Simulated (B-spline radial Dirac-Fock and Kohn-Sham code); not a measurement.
Method: Dirac-Fock ΔSCF + Breit + QED. Computed with a radial B-spline solver. Free atoms and ions in their tabulated ground configurations, energies from the vacuum level.

Task: Order these levels by binding energy, lowest first.
A. Cu⁺ 3s
B. Hg⁷⁺ 5p3/2
C. Ni²⁺ 3p3/2
D. Sb⁺ 4s
E. Pt⁷⁺ 5p3/2
F. Pm²⁺ 4d5/2

Result: C (104.1 eV), A (141.9 eV), F (145.1 eV), E (162.8 eV), B (176.5 eV), D (179.9 eV).
